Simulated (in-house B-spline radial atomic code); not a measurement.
A fraction x of an electron is added to 4p in Br, starting from [Ar] 3d10 4s2 4p5 and keeping the highest spin. Computed with an all-electron radial atomic-structure program (B-spline basis): scalar-relativistic (X2C) revTPSS, spin-polarised, spherical fractional occupations, Fermi nucleus of rms radius 4.1629 fm.

| x | E(x) - E(0) (eV) | 4p down level (eV) |
| --- | --- | --- |
| 0 | 0.0000 | -7.520 |
| 0.1 | -0.7103 | -6.689 |
| 0.2 | -1.3382 | -5.871 |
| 0.3 | -1.8850 | -5.067 |
| 0.4 | ? | ? |
| 0.5 | -2.7412 | -3.506 |
| 0.6 | -3.0539 | -2.751 |
| 0.7 | ? | ? |
| 0.8 | -3.4577 | -1.301 |

**Question.** What belongs in the row x = 0.4?

**Answer.** An energy change of -2.3521 eV; 4p down at -4.278 eV.

**Question.** What belongs in the row x = 0.7?

**Answer.** An energy change of -3.2921 eV; 4p down at -2.016 eV.

**Question.** Check Janak's theorem between x = 0.1 and 0.2.

**Answer.** The slope of the energy is -6.28 eV; the orbital levels give -6.28 eV (ε of the filling orbital, averaged over the two points).

**Question.** Up to what added charge does this functional bind the extra electron?

**Answer.** The highest level rises by about 7.1 eV per electron near x = 0.8 and would reach zero near x = 0.98, so the anion should be bound or nearly so.
